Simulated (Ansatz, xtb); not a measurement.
## C3H8BClSi: which of two isomers lies lower

Structure a is `Cl[C@@H]1CBC[SiH2]1`, a singlet and structure b is `C=CB(Cl)C[SiH3]`, a singlet. Both are isolated molecules in the gas phase, relaxed with r2SCAN-D4/def2-SVP; the shapes shown needn't be the lowest conformers.

a (Å):

```xyz
14

C     0.8782    0.2491    1.5134
C     1.0846    1.7602    1.4061
C     0.8149    1.0668   -1.1378
B     1.1653    2.1997   -0.1059
Cl    0.0744   -0.2718    3.0573
Si   -0.0998   -0.1931   -0.0637
H     1.8515   -0.2707    1.5072
H     0.1395    2.2705    1.7089
H     1.8462    2.1681    2.0926
H     1.4059    3.3456   -0.4149
H     0.4173    1.3760   -2.1154
H     1.8041    0.5946   -1.3370
H    -1.5386    0.1614    0.1180
H     0.0186   -1.6256   -0.4660
```

b (Å):

```xyz
14

C    -0.0066   -1.0697   -0.6435
C    -1.0753   -0.2837   -0.8722
C    -2.2975    1.9252   -1.9004
B    -1.0372    1.0450   -1.6768
Cl    0.5273    1.6315   -2.3031
Si   -2.5183    3.0923   -0.4205
H    -0.0759   -2.0060   -0.0779
H     0.9839   -0.7930   -1.0241
H    -2.0443   -0.6113   -0.4677
H    -3.2187    1.3176   -1.9425
H    -2.2330    2.5633   -2.7969
H    -3.7449    3.9253   -0.6086
H    -1.3355    3.9925   -0.2871
H    -2.6682    2.3045    0.8402
```

Quicker runs give these differences E(b) − E(a): GFN2-xTB −7.9 kcal/mol; HF/STO-3G +8.6 kcal/mol (at GFN2-xTB geometries); r2SCAN-D4/def2-SVP//GFN2-xTB −22.2 kcal/mol.

Task: Estimate which is lower in electronic energy at CCSD(T)/def2-SVP + ΔMP2/def2-TZVPP, and by roughly how much.

Result: The CCSD(T)/def2-SVP + ΔMP2/def2-TZVPP calculation puts structure b lower, by 22.3 kcal/mol.

Level by level:

```csv
level,geometry,E(b) − E(a) (kcal/mol),departure from the last row (kcal/mol),"job, with rough time for the two"
GFN2-xTB,GFN2-xTB,−7.9,+14.4,"optimisation, 0.5 s"
HF/STO-3G,GFN2-xTB,+8.6,+30.9,"single point, 0.82 s"
r2SCAN-D4/def2-SVP//GFN2-xTB,GFN2-xTB,−22.2,+0.1,"single point, 5.9 s"
r2SCAN-D4/def2-SVP,r2SCAN-D4/def2-SVP,−21.6,+0.7,"optimisation, 59 s"
HF/def2-SVP,r2SCAN-D4/def2-SVP,−28.2,−6.0,part of the CCSD(T) run
MP2/def2-SVP,r2SCAN-D4/def2-SVP,−24.7,−2.4,part of the CCSD(T) run
CCSD(T)/def2-SVP,r2SCAN-D4/def2-SVP,−26.5,−4.2,single point
CCSD(T)/def2-SVP + ΔMP2/def2-TZVPP,r2SCAN-D4/def2-SVP,−22.3,,"single point, 71 s"
```

As drawn, b has 1 C=C, 1 B–Cl, 1 Si–H in place of 1 C–Cl, 1 C–C, 1 C–Si, 1 B–H. Structure a has a 5-membered ring, b no ring.

HF/STO-3G puts the two in the other order. The largest departure from CCSD(T)/def2-SVP + ΔMP2/def2-TZVPP is that of HF/STO-3G, 30.9 kcal/mol. The last row adds to CCSD(T) the change of the MP2 difference between the two basis sets, here +4.2 kcal/mol, a large step that makes the value less sure.

With thermal terms from frequencies at re-optimised GFN2-xTB minima (ideal gas, soft modes damped towards free rotors, one conformer each, 298.15 K, 1 atm): the zero-point term adds −1.4 kcal/mol; ΔH is −22.8 and ΔG −25.2 kcal/mol.

The correlated steps freeze 14 core orbitals. Mirror images aren't counted in ΔG. Run with Ansatz 0.2.0, xtb 6.7.1; the last row on 2 threads of Intel(R) Xeon(R) Processor @ 2.70GHz on a shared host.
